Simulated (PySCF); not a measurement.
**Radial density of C (carbon, neutral)**

r2SCAN0, [He] 2s2 2p1 3d1, one real determinant (an excited configuration). Calculation: PySCF 2.14, in aug-cc-pCVTZ-DK with one added diffuse shell each of s, p, d, f type (8s7p5d3f, 75 functions); the spin-free X2C one-electron Hamiltonian (Gaussian nucleus).

```csv
r (bohr),4πr²ρ (e/bohr),4πr²(ρα − ρβ)
0.00499,0.03908,0.0000
0.00839,0.1060,0.0000
0.0141,0.2764,0.0000
0.0238,0.6933,0.0001
0.0399,1.609,0.0004
0.0672,3.289,0.0012
0.113,5.403,0.0054
0.190,6.214,0.0259
0.320,4.031,0.1044
0.538,1.542,0.3283
0.905,1.860,0.6165
1.52,1.742,0.5236
2.56,0.4137,0.1500
4.31,0.1042,0.0967
7.24,0.1868,0.1868
12.2,0.009861,0.0099
```

Densities and radii are taken from the X2C orbitals without a picture-change correction, which distorts them close to the nucleus.

⟨L²⟩ = 8.01 against 12 for a pure F term, so this real determinant mixes terms. The outer electron is Rydberg-like, and this basis confines it to a smaller radius and binds it less than a complete one would.
